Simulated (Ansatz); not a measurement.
`[NH2][In]([F])[Br]` + H₂S → `[F][In]([SH])[Br]` + NH₃ at 400 K and 1 bar (ligand exchange at the In–N bond).

Program: Ansatz. Geometries: PBE0-D4/def2-TZVP. ΔE: electronic, gas phase. CCSD(T)/CBS adds triple-zeta CCSD(T) − MP2 to the extrapolated MP2 energy (def2 sets, frozen cores). This one scheme is used for every species. Elements past krypton have def2 core potentials. For Br, In outer-core shells are correlated without core-valence functions, which leaves a few kJ/mol of doubt a bond. Scalar relativity is left out up to krypton. One conformer a species, not always the lowest.

| species | CCSD(T)/CBS energy (Eh) | H − E (kJ/mol) | S (J/(mol·K)) |
| --- | --- | --- | --- |
| `[NH2][In]([F])[Br]` | -2918.92828 | 101.8 | 385.1 |
| H₂S | -398.97279 | 53.4 | 215.9 |
| `[F][In]([SH])[Br]` | -3261.42177 | 60.0 | 393.3 |
| NH₃ | -56.50880 | 104.2 | 203.1 |

H − E and S are ideal-gas, rigid-rotor, harmonic terms from PBE0-D4/def2-TZVP, for one conformer and one mirror image of each species. 1 Eh = 2625.50 kJ/mol, R = 8.31446 J/(mol·K).

Question: By hand: ΔE, ΔH, ΔS and ΔG.

Answer: ΔE = (-3261.42177) + (-56.50880) − (-2918.92828) − (-398.97279) = -0.02950 Eh = -77.5 kJ/mol. Δ(H − E) = 60.0 + 104.2 − 101.8 − 53.4 = 9.0, so ΔH = -68.5 kJ/mol. ΔS = 393.3 + 203.1 − 385.1 − 215.9 = -4.6 J/(mol·K). ΔG = -68.5 − 400 × (-4.6)/1000 = -66.7 kJ/mol.

Question: By hand: the equilibrium constant, and the temperature at which ΔG would vanish if ΔH and ΔS stayed fixed.

Answer: log₁₀ K = −ΔG/(RT ln 10) = 8.7. ΔG = 0 at ΔH/ΔS = 14891 K, far beyond where these terms or the molecules hold.

The number of gas molecules stays the same, so ΔS is small and ΔH decides. A doubt of 5 kJ/mol in ΔE shifts log₁₀ K by 0.7 here. Other conformers and mirror images would add mixing entropy, several J/(mol·K) or more a flexible species. These are equilibria of isolated gas molecules and say nothing of rates. Largest T1 diagnostic: 0.013 (customary marks: 0.02 for closed shells, 0.045 for open ones).
